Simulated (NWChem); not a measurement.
trimethylarsine (C₃H₉As); SMILES [As](C)(C)C

Program: NWChem. Pople sets run with spherical d functions. Geometry: optimised at PBE-D3(BJ)/def2-SVP.

Task: Predict the results for Hartree-Fock/6-31G*. Quantities: highest occupied level (eV); orbital gap (eV); dipole (D).

Result: 
```yaml
highest occupied level (eV): -8.91
orbital gap (eV): 13.56
dipole (D): 1.13
```
